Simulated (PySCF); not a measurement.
# Co(2+): excitation energy

Co(2+) [Ar] 3d7 (4F) → Co(2+) [Ar] 3d6 4s1 (6D), as a difference of total energies. Computed with PySCF 2.14 in def2-TZVPPD (6s6p4d2f1g, 67 functions), with no relativity, point nucleus. Correlated levels: valence: [Ar] frozen; valence and next inner shell: [Ne] frozen. The calculations carry no spin-orbit coupling.

| method | excitation energy (eV) |
| --- | --- |
| UHF | 5.035 |
| LDA | 6.431 |
| PBE | 6.441 |
| PBE0 | 6.321 |
| r2SCAN | 6.305 |
| revPBE | 6.503 |
| wB97M-V | 6.759 |
| M06-2X | 6.305 |
| MN15 | 6.578 |
| MP2 (valence) | 6.322 |
| SCS-MP2 (valence) | 6.634 |
| MP2 (valence and next inner shell) | 6.472 |
| SCS-MP2 (valence and next inner shell) | 6.611 |

Q: How much does correlation contribute at MP2 (valence and next inner shell)?

A: 6.472 − (5.035) = 1.437 eV, measured against UHF.

A first-order spin-orbit estimate (lowest level to lowest level, LS coupling) adds 0.027 eV.
